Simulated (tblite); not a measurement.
Compound: C5H6FO (doublet state).
Atom-mapped SMILES: `[OH:1][C@@H:2]1[C:3]2[CH2:4][CH2:5][C@:6]12[F:7]` (hydrogens: H8 on O1; H9 on C2; H10, H11 on C4; H12, H13 on C5)

The geometry is computed with GFN2-xTB (gas phase). This method treats the open shell by occupation alone, without spin polarisation.

(1) List the bond lengths, angles and torsions at this level.

Results:

(1) 
```json
{"bond": "O1–C2", "length (Å)": "1.384"}
{"bond": "C2–C3", "length (Å)": "1.472"}
{"bond": "C3–C4", "length (Å)": "1.515"}
{"bond": "C4–C5", "length (Å)": "1.552"}
{"bond": "C5–C6", "length (Å)": "1.510"}
{"bond": "C6–F7", "length (Å)": "1.354"}
{"bond": "C2–C6", "length (Å)": "1.548"}
{"bond": "C3–C6", "length (Å)": "1.495"}
{"bond": "O1–H8", "length (Å)": "0.963"}
{"bond": "C2–H9", "length (Å)": "1.087"}
{"bond": "C4–H10", "length (Å)": "1.086"}
{"bond": "C4–H11", "length (Å)": "1.087"}
{"bond": "C5–H12", "length (Å)": "1.087"}
{"bond": "C5–H13", "length (Å)": "1.090"}
```

A selection of angles:
```json
{"angle": "C2–O1–H8", "degrees": "109.9"}
{"angle": "O1–C2–C3", "degrees": "122.1"}
{"angle": "O1–C2–C6", "degrees": "121.5"}
{"angle": "O1–C2–H9", "degrees": "115.6"}
{"angle": "C3–C2–C6", "degrees": "59.3"}
{"angle": "C3–C2–H9", "degrees": "115.3"}
{"angle": "C6–C2–H9", "degrees": "111.0"}
{"angle": "C2–C3–C4", "degrees": "112.4"}
{"angle": "C2–C3–C6", "degrees": "62.9"}
{"angle": "C4–C3–C6", "degrees": "91.2"}
{"angle": "C3–C4–C5", "degrees": "88.6"}
{"angle": "C3–C4–H10", "degrees": "113.6"}
{"angle": "C3–C4–H11", "degrees": "114.5"}
{"angle": "C5–C4–H10", "degrees": "112.7"}
{"angle": "C5–C4–H11", "degrees": "115.8"}
{"angle": "H10–C4–H11", "degrees": "110.3"}
{"angle": "C4–C5–C6", "degrees": "89.3"}
{"angle": "C4–C5–H12", "degrees": "114.3"}
{"angle": "C4–C5–H13", "degrees": "114.1"}
{"angle": "C6–C5–H12", "degrees": "113.2"}
{"angle": "C6–C5–H13", "degrees": "114.3"}
{"angle": "H12–C5–H13", "degrees": "110.3"}
{"angle": "C5–C6–F7", "degrees": "123.7"}
{"angle": "C2–C6–C5", "degrees": "112.5"}
{"angle": "C2–C6–F7", "degrees": "119.6"}
{"angle": "C2–C6–C3", "degrees": "57.9"}
{"angle": "C3–C6–C5", "degrees": "90.9"}
{"angle": "C3–C6–F7", "degrees": "134.0"}
```

Dihedral angles: O1–C2–C3–C4 -31° (synclinal); C2–C3–C4–C5 -63° (synclinal); C3–C4–C5–C6 2° (synperiplanar); C4–C5–C6–F7 -149° (anticlinal); O1–C2–C6–C5 35° (synclinal); C2–C3–C6–C5 116° (anticlinal); H8–O1–C2–C3 171° (antiperiplanar).

Of the pairs four or more bonds apart, O1···H11 is among the closest relative to their van der Waals radii: 2.65 Å, 98 % of the sum of Bondi's values. The 6 C–C bonds span 1.472 Å (C2–C3, drawn single) to 1.552 Å (C4–C5, drawn single), a spread of 0.080 Å. C3 (carbon bonded to 3 C) is pyramidal (angles 112.4°, 91.2° and 62.9°, sum 266.5°, 0.82 Å off the plane of its three neighbours). The 4-membered ring C3–C4–C5–C6 has internal angles of 88.6° to 91.2° (sum 360°, against 360° for a flat polygon); it is almost planar, 0.01 Å rms from its mean plane, widest ring torsion 2°. The 3-membered ring C2–C3–C6 has internal angles of 57.9° to 62.9°. O1 (oxygen bonded to C and H) is bent (angle 109.9°).

Point group: C1 (no symmetry element, even within 0.4 Å). Its GFN2-xTB frequencies are all real (lowest 193 cm⁻¹). Torsions: H–O1–C2–C3 171°. 2 starts were optimised and ended at 0.00 and 1.11 kcal/mol (GFN2-xTB); the lowest of these is shown.

Hardware: one thread of an Arm Neoverse V2, shared host with 32 logical CPUs at a one-minute load of 16. Cost: 0.16 s wall. This is the geometry optimisation.

One conformer stands for the species.
